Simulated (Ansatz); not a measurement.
Molecule: sum formula AlBr2F, net charge 0, singlet state. 
Geometry from a B3LYP-D3(BJ)/def2-TZVP (Ansatz, a quantum-chemistry and plane-wave program) optimisation:
```xyz
4

F     -0.0749     2.2993    -0.0209
Al    -0.0215     0.6607    -0.0060
Br    -1.9383    -0.4820    -0.0033
Br     1.9656    -0.3547     0.0109
```

Total electronic energies in hartree. Valence correlation only, unless marked. Spin-orbit coupling is left out. The frozen core is the preceding noble-gas configuration, with the filled d and f shells of earlier blocks. Non-relativistic. Basis-set limits of correlation are two-point, X^-3; Hartree-Fock from the larger set. The bracket is a focal-point correction in the basis named.

| level | program | energy (Eh) |
|---|---|---|
| HF/def2-TZVPP | Ansatz | -5486.47306 |
| RI-HF/def2-TZVPP | Ansatz | -5486.47291 |
| SVWN5/def2-TZVPD | Ansatz | -5482.09532 |
| PBE/def2-TZVPD | Ansatz | -5489.84945 |
| B3LYP/def2-TZVPD | Ansatz | -5490.93173 |
| PBE0/def2-SVP | Ansatz | -5489.21170 |
| r2SCANh-D4/def2-TZVPD | Ansatz + dftd4 | -5490.75552 |
| r2SCANh/def2-TZVPD | Ansatz | -5490.75445 |
| r2SCAN0/def2-TZVPD | Ansatz | -5490.74314 |
| CAM-B3LYP-D3(BJ)/def2-TZVPD | Ansatz + dftd3 | -5491.09639 |
| LC-wPBE-D4/def2-TZVPD | Ansatz + dftd4 | -5490.01060 |
| LC-wPBE/def2-TZVPD | Ansatz | -5490.00548 |
| PBE-QIDH/def2-TZVPD | Ansatz | -5489.25750 |
| RI-MP2/def2-TZVPP | Ansatz | -5487.10710 |
| RI-MP2/def2-TZVPPD | Ansatz | -5487.11173 |
| SCS-MP2/STO-3G | Ansatz | -5426.63936 |
| SCS-MP2/def2-QZVPP | Ansatz | -5487.27676 |
| CCSD/def2-QZVPP | Ansatz | -5487.30909 |
| CCSD(T)/6-31G | Ansatz | -5485.83789 |
| CCSD(T)/def2-SVP | Ansatz | -5486.13464 |
| CCSD(T)/def2-QZVPP | Ansatz | -5487.33777 |
| RI-MP2/CBS(def2-TZVPP,def2-QZVPP)+[CCSD(T)-MP2]/def2-TZVPP | Ansatz | -5487.3854 |
| CCSD(T)/CBS(def2-TZVPPD,def2-QZVPPD) | Ansatz | -5487.3859 |

Totals of different functionals don't rank their quality; only differences between species are comparable.
